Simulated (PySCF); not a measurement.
C2H5CdCl, SMILES C[CH2][Cd][Cl].

Coordinates come from a B3LYP-D3(BJ)/def2-SVP optimisation. The structure was generated by enumeration; whether it is a known compound was not checked. The def2 effective core potentials stand for the cores of Cd; spin–orbit coupling is left out. Other conformers were not sampled.

Method: IEF-PCM-M06-2X/def2-SVP (PySCF).

The values are the electrostatic part of the solvation free energy, E(continuum) − E(gas) at the gas-phase geometry, in a cavity of scaled van der Waals radii (PySCF's table); cavitation and dispersion terms are not included. A continuum can't describe solvent molecules that bind to the metal. In vacuum the orbital gap is 8.45 eV. The dipole moment in vacuum is 3.26 D.

```csv
solvent,ε,ΔG(elec) (kcal/mol),dipole (D),gap (eV)
water,78.36,-12.5,3.78,8.48
1-octanol,9.86,-10.7,3.75,8.47
cyclohexanone,15.62,-11.4,3.76,8.47
```
